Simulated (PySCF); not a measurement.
Species: C₆H₉N₃.
Cartesian coordinates in Å at the GFN2-xTB level; atoms count from 1:
```
atom  x, y, z in Å
C1     3.395   -1.132    0.033
N2     2.889   -0.062    0.472
C3     1.576    0.271    0.279
C4     0.469   -0.311   -0.328
C5    -0.572    0.610   -0.146
C6    -1.995    0.482   -0.570
C7    -2.783   -0.385    0.414
N8    -0.140    1.674    0.521
N9     1.142    1.460    0.771
H10    2.860   -1.894   -0.537
H11    4.440   -1.310    0.236
H12    0.415   -1.257   -0.829
H13   -2.038    0.035   -1.566
H14   -2.434    1.479   -0.610
H15   -2.739    0.048    1.411
H16   -2.368   -1.390    0.456
H17   -3.824   -0.451    0.109
H18    1.697    2.138    1.269
```

Computed, not measured: PBE0/def2-SVPD in PySCF (dipole) on a GFN2-xTB geometry, gas phase.

Take the most abundant isotopes and a rigid rotor. The values belong to one conformer with, in the numbering `[CH2:1]=[N:2][c:3]1[cH:4][c:5]([CH2:6][CH3:7])[n:8][nH:9]1`, C1–N2–C3–C4 1°, C4–C5–C6–C7 80°.

(1) Give the principal moments of inertia and the rotational constants in cm⁻¹.

(2) Classify the top.

(3) What does the inertial defect say?

(4) Give the other two planar moments, Paa and Pbb, and the rms extents of the mass along the axes.

(5) Where do the levels up to J = 4 lie, in MHz?

(6) Which lines would a microwave search look for?

Answers

(1) Ia = 122.13, Ib = 525.40, Ic = 608.57 u·Å²; 505379 MHz·u·Å²/I gives 4138, 961.9 and 830.4 MHz, that is A = 0.13803, B = 0.03209, C = 0.02770 cm⁻¹.

(2) A near-prolate asymmetric top; Ray's κ = -0.921.

(3) Not planar: Δ = Ic − Ia − Ib = -38.96 u·Å². For a rigid frame Δ = −2 Σ m c², so Σ m c² = 19.48 u·Å² lies off the ab plane: 6.74 from hydrogen and 12.73 from heavier atoms. The atom farthest from that plane is 1.52 Å away.

(4) Paa = Σ m a² = (Ib + Ic − Ia)/2 = 505.93 and Pbb = Σ m b² = (Ia + Ic − Ib)/2 = 102.65 u·Å². With the mass M = 123.08 u, the rms extents √(P/M) along a, b and c are 2.03, 0.91, 0.40 Å.

(5) Above 0(0,0):
J = 1: 1(0,1) 1792, 1(1,1) 4969, 1(1,0) 5100
J = 2: 2(0,2) 5373, 2(1,2) 8422, 2(1,1) 8816, 2(2,1) 18345, 2(2,0) 18349
J = 3: 3(0,3) 10734, 3(1,3) 13599, 3(1,2) 14388, 3(2,2) 23722, 3(2,1) 23742, 3(3,1) 39934, 3(3,0) 39934
J = 4: 4(0,4) 17863, 4(1,4) 20498, 4(1,3) 21812, 4(2,3) 30888, 4(2,2) 30948, 4(3,2) 47111, 4(3,1) 47112, 4(4,1) 69798, 4(4,0) 69798

(6) The dipole components are |μa| = 1.10 D, |μb| = 1.84 D, |μc| = 0.19 D. The squared components, which scale the intensities, stand as 0.35 : 1.00 : 0.01 (a : b : c). Some lines, for components of 0.1 D or more:

| type | branch | J(Ka,Kc) | MHz | lower level (cm⁻¹) |
| --- | --- | --- | --- | --- |
| c | Q | 2(1,2) ← 2(0,2) | 3049 | 0.179 |
| b | Q | 1(1,0) ← 1(0,1) | 3308 | 0.060 |
| a | R | 2(1,2) ← 1(1,1) | 3453 | 0.166 |
| a | R | 2(1,1) ← 1(1,0) | 3716 | 0.170 |
| a | R | 3(0,3) ← 2(0,2) | 5361 | 0.179 |
| b | Q | 2(2,0) ← 2(1,1) | 9533 | 0.294 |
| b | Q | 2(2,1) ← 2(1,2) | 9923 | 0.281 |
| b | Q | 3(2,2) ← 3(1,3) | 10123 | 0.454 |
| b | R | 3(2,1) ← 2(1,2) | 15320 | 0.281 |
| b | Q | 3(3,0) ← 3(2,1) | 16193 | 0.792 |
| b | Q | 3(3,1) ← 3(2,2) | 16212 | 0.791 |

No GFN2-xTB frequencies stand behind this structure, so it isn't proved a minimum. Constants of a rigid frame at the computed geometry: no zero-point averaging, no centrifugal distortion. A rigid rotor knows nothing of internal rotation, which can split or shift real lines. Quadrupole hyperfine structure (14N) is left out.
